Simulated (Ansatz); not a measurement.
Cartesian coordinates in Å:
```
N 1.2881 -1.3071 -0.3381
C 0.7821 -0.6892 0.6200
F 1.1355 -0.9278 1.9054
Si -0.5690 0.6177 0.3854
N -0.5741 0.9167 -1.2737
Cl -2.2855 -0.2051 1.1771
H 1.9780 -2.0011 -0.0458
H -0.3191 1.8343 1.1823
H -1.1959 1.5680 -1.7207
H -0.2399 0.1935 -1.8920
```

Total charge 0; spin multiplicity 1.

Task: List the r2SCAN/def2-TZVPP orbital energies in eV (Ansatz). (Estimate.)

Result: The calculation gave: Occupied: -2753.26, -1792.39, -667.04, -385.59, -385.27, -276.28, -254.66, -193.19, -193.07, -193.06, -142.70, -97.60, -97.56, -97.52, -32.68, -24.32, -22.77, -21.39, -16.55, -14.52, -13.69, -13.06, -12.20, -12.09, -10.82, -9.97, -9.26, -8.43, -8.35, -8.07, -7.56, -6.99. Lowest empty: -1.78, 0.07, 0.82, 1.41, 1.79, 1.94, 2.26, 2.79.
